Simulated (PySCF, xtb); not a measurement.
C3H5ClOSi, SMILES C=C=C(Cl)[SiH2]O. Other conformers were not sampled.

Harmonic wavenumbers (cm⁻¹) from xtb with GFN2-xTB at its own minimum, in rising order: 44, 84, 153, 193, 210, 254, 320, 470, 483, 530, 578, 588, 728, 765, 782, 816, 875, 910, 954, 1237, 1417, 2046, 2254, 2345, 3070, 3078, 3670.

Q: What does PySCF with B3LYP-D3(BJ)/def2-SVP give at its own minimum? (An estimate is asked for; the answer gives what the named calculation found.)

A: 63, 85, 165, 186, 207, 280, 390, 486, 515, 604, 652, 726, 817, 856, 879, 899, 933, 974, 993, 1217, 1444, 2049, 2222, 2273, 3114, 3200, 3873. Paired by order, the mean absolute difference is 56 cm⁻¹ and the zero-point energies are 41.2 and 43.0 kcal/mol.
